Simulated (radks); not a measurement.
The numbers below are computed, except where a source is named.
These are the eigenvalues of the occupied orbitals of an atom or ion with whole-number occupations (eV). Level of theory: scalar-relativistic Kohn-Sham, LDA (Slater exchange, VWN5 correlation), spin-polarised, spherical densities, finite nucleus; Fermi nuclear charge, rms radius of each element as measured or else 0.836 A^(1/3) + 0.57 fm (a radial shooting solver on a logarithmic mesh with Libxc functionals).

| orbital | eigenvalue |
|---|---|
| 1s up | -7098.407 |
| 1s down | -7098.395 |
| 2s up | -936.7707 |
| 2s down | -935.1727 |
| 2p up | -816.5011 |
| 2p down | -815.2668 |
| 3s up | -201.8481 |
| 3s down | -198.8807 |
| 3p up | -167.0883 |
| 3p down | -164.1763 |
| 3d up | -111.9982 |

Which element is it, and in what charge state? The configuration may be excited. Open shells, if any, are filled with parallel spins first.

Answer. Z = 26, iron, charge +6: Fe6+ in [Ar] 3d2. The list shows which subshells hold electrons but not how many an open one holds; the 1s level, -260.86 hartree, gives Z - s = 22.8 by -(Z - s)^2/2, which with screening and relativity narrows Z to a few neighbours, and the depths of the outer levels then fix element, charge and occupations together.
